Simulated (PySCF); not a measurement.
CH6AlFSi, singlet, at a GFN2-xTB geometry (such geometries of metal compounds can be far from the true shape), atoms displaced at random by about 0.03 Å a coordinate.

Input for PySCF:
```python
from pyscf import gto, scf, dft

mol = gto.Mole()
mol.atom = '''
    Al    0.26825464   -0.31487382    0.28833458
    F     1.78689311   -0.78737061   -0.34364331
    C    -0.10322733   -1.08803709    2.08688841
    H    -0.05594668   -2.23000828    1.97456656
    H    -1.06952684   -0.87406570    2.49578345
    H     0.62396917   -0.84086578    2.79328754
    Si   -1.04176392    1.21047342   -1.16203583
    H    -2.35928938    1.41844237   -0.58542890
    H    -1.24257943    0.74847451   -2.47972944
    H    -0.39843210    2.56358581   -1.23583497
'''
mol.basis = 'sto-3g'
mol.verbose = 4
mol.build()

mf = dft.RKS(mol)
mf.xc = 'pbe'
mf.kernel()
g = mf.nuc_grad_method()
grad = g.kernel()
```

Give the total energy at the level PBE/STO-3G, gradient (PySCF).

-664.8491 Eh

Estimate the Mulliken (on the basis functions themselves) charges in atom order that PBE/STO-3G, gradient returns for this input.

Al1 0.65, F2 -0.23, C3 -0.45, H4 0.05, H5 0.06, H6 0.07, Si7 0.22, H8 -0.13, H9 -0.12, H10 -0.13

What HOMO energy does PBE/STO-3G, gradient give?

-2.15 eV

Predict the dipole moment from PBE/STO-3G, gradient.

0.59 D

Predict the HOMO-LUMO gap from PBE/STO-3G, gradient.

5.54 eV

What nuclear repulsion energy does PBE/STO-3G, gradient give?

189.6344 Eh
